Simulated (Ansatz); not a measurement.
Calculated with Ansatz (gas phase, PBE0-D4/def2-TZVP geometries, no zero-point term in ΔE). CCSD(T)/CBS is the MP2 limit (def2-TZVPP, def2-QZVPP) plus CCSD(T) − MP2 in def2-TZVPP, frozen cores. Functionals use def2-TZVPP. def2 core potentials past Kr. For Ge, Sn outer-core shells are correlated without core-valence functions, which leaves a few kJ/mol of doubt a bond. Scalar relativity is left out up to krypton. Each species was taken in one conformer, which may not be the lowest.

Reaction (redistribution): `C[SiH](C)[N]([GeH3])[SiH2]Cl` + `C=[CH][SnH3]` → `C[SiH](C)[SnH3]` + `C=C[N]([GeH3])[SiH2]Cl`

| level | ΔE (kJ/mol) |
| --- | --- |
| PBE | 33.7 |
| HF/def2-QZVPP | 75.1 |

(1) What does CCSD(T)/CBS give? (Estimate.)

Largest T1 diagnostic among the species: 0.013.

## Answers

(1) Computed: +68.1 kJ/mol. The listed levels differ from it by -34.4, 7.0 kJ/mol.

The D4 term adds +9.7 kJ/mol with B3LYP and +5.7 kJ/mol with PBE0; it sums over pairs of atoms, weighted by their polarisabilities, and B3LYP, whose exchange is more repulsive, gets the larger term. From PBE to PBE0 (25 % exact exchange), in def2-TZVPP and without D4, ΔE moves by +9.0 kJ/mol.

B3LYP here is the variant with VWN-RPA as its local correlation; programs differ in this.
